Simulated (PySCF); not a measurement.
Vertical excitations of a molecule C₃H₅BFN from TDA-PBE/def2-SVPD (PySCF), as energy in eV (oscillator strength): 4.96 (0.010), 5.75 (0.016), 5.96 (0.055), 6.09 (0.006), 6.54 (0.002), 6.64 (0.027), 6.70 (0.047), 6.97 (0.002), 7.13 (0.012), 7.16 (0.148). Lowest triplet (TDA): 4.16 eV. Geometry optimised at B3LYP-D3(BJ)/def2-SVP. The values are those of a single conformer.

Task: Which molecule gave these data?
A. CB1C=N[C@@H]1F
B. CN1C=CB1F
C. C#CB(F)NC
D. NB1C=C[C@@H]1F

Result: D, NB1C=C[C@@H]1F
